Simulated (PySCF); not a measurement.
# One molecule, several mistakes: CFH5NSi

All numbers below are calculated, not measured. The program is PySCF 2.14.0, an open-source quantum chemistry code, run on an isolated molecule that a program drew, which may never have been made. The molecule is CFH5NSi (charge 0, doublet), drawn as the SMILES string `N[CH][SiH2]F`.

Each row is a Hartree-Fock (HF) and frozen-core CCSD(T) single point in the cc-pV(D+d)Z basis, meant for a local HF minimum. Run 1 is clean. Each other run has one planted mistake out of seven kinds, and not every kind appears here: one electron removed, one electron added, multiplicity raised by two, geometry at a saddle point, minimal basis STO-3G, one bond length entered in bohr, all coordinates scaled. The reference is restricted for singlets and unrestricted otherwise, and also for a bond in bohr. Adding or removing an electron swaps singlet and doublet. Electrons count all cores. HOMO and LUMO are orbital energies over both spins, the gradient is its largest component, and the lowest frequency (negative if imaginary) is given only where the gradient is small. Bond lengths are over the 8 bonds as drawn. T1 is the CCSD diagnostic: over 0.02 (restricted) or 0.045 (unrestricted) a single reference is doubtful.

Geometry of the clean run:
```xyz
9
CFH5NSi, angstrom
N     0.1719   -1.5923    0.3977
C     0.0686   -0.4127    1.1238
Si    1.3339    0.9109    1.1406
F     1.2149    1.8731   -0.1630
H     0.7506   -1.5616   -0.4191
H    -0.6909   -2.0650    0.2100
H    -0.7905   -0.3676    1.7847
H     2.7028    0.3641    1.0767
H     1.1298    1.7659    2.3217
```

```
run  electrons  basis functions  <S^2>  HOMO (eV)  LUMO (eV)  gradient (hartree/bohr)  lowest frequency (cm^-1)  mean bond (Å)  longest bond (Å)      T1  HF (hartree)  CCSD(T) (hartree)                          mistake
  1         41               90  0.760      -8.35       2.83                  1.8e-05                        41         1.3601             1.831  0.0163    -483.63556         -484.26633                         no fault
  2         41               29  0.762      -6.16       8.67                  3.7e-02                         -         1.3601             1.831  0.0136    -477.65616         -477.83658             minimal basis STO-3G
  3         41               90  1.276      -9.52       2.02                  6.8e-02                         -         1.4714             1.893  0.0529    -483.53063         -484.16295  one bond length entered in bohr
  4         42               90  0.000       0.52       9.58                  8.9e-02                         -         1.3601             1.831  0.0147    -483.56444         -484.23146               one electron added
  5         41               90  3.765      -2.93      -1.42                  7.2e-02                         -         1.3601             1.831  0.0191    -483.37454         -483.97301                                ?
```

**Which mistake was planted in run 5, and what did it cost?**

Electrons, basis and geometry are unchanged, and <S^2> is 3.765, beside S(S+1) = 3.75 for a multiplicity of 4. So the mistake is: multiplicity raised by two. Subtracting run 1 and multiplying by 627.51 kcal/mol a hartree, the energy moved by 163.8 kcal/mol in HF and 184.1 kcal/mol in CCSD(T).

Cautions from the logs. Run 3: T1 is over the limit, so its CCSD(T) energy is less reliable; run 4: the HOMO is above zero, so the electron isn't bound and the energy depends on the basis.
